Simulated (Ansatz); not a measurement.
Two members of one family ((BeS)n), computed with Ansatz in the gas phase. The two geometries come from different levels. Binding counts from free atoms in the multiplicity of their measured ground term, without zero-point energy. The structures are stationary points that may keep the symmetry of their start.

First: (BeS)2 ring (singlet, charge 0, PBE0-D4/def2-TZVP geometry).

```xyz
4

Be   -0.9258   -0.0071   -0.2996
S     0.2350    1.4548   -0.7625
Be    0.9258    0.0071    0.2996
S    -0.2350   -1.4548    0.7625
```

```
              level  HOMO (eV)  LUMO (eV)  gap (eV)  binding per atom (eV)
    PBE-D4/def2-SVP      -5.77      -3.65      2.12                   3.28
revPBE-D4/def2-TZVP      -5.74      -3.44      2.29                   3.22
r2SCAN-D4/def2-TZVP      -6.02      -3.16      2.86                   3.34
     B3LYP-D4/6-31G      -6.70      -3.16      3.54                   2.91
  LC-ωPBE/def2-TZVP      -9.42      -0.85      8.57                   3.19
```

Second: (BeS)3 ring (singlet, charge 0, PBE-D4/def2-SVP geometry).

```xyz
6

Be    0.607    0.829    0.957
S     2.137   -0.199    0.422
Be    0.765   -0.957   -0.686
S    -0.946   -1.292   -1.490
Be   -1.372    0.128   -0.271
S    -1.191    1.491    1.069
```

**Question.** Estimate the same table for the second.

**Answer.** 
```csv
level,HOMO (eV),LUMO (eV),gap (eV),binding per atom (eV)
PBE-D4/def2-SVP,-6.69,-3.40,3.30,3.74
revPBE-D4/def2-TZVP,-6.54,-3.17,3.37,3.64
r2SCAN-D4/def2-TZVP,-6.87,-2.98,3.88,3.76
B3LYP-D4/6-31G,-7.63,-2.70,4.93,3.36
LC-ωPBE/def2-TZVP,-10.38,-0.54,9.85,3.61
```
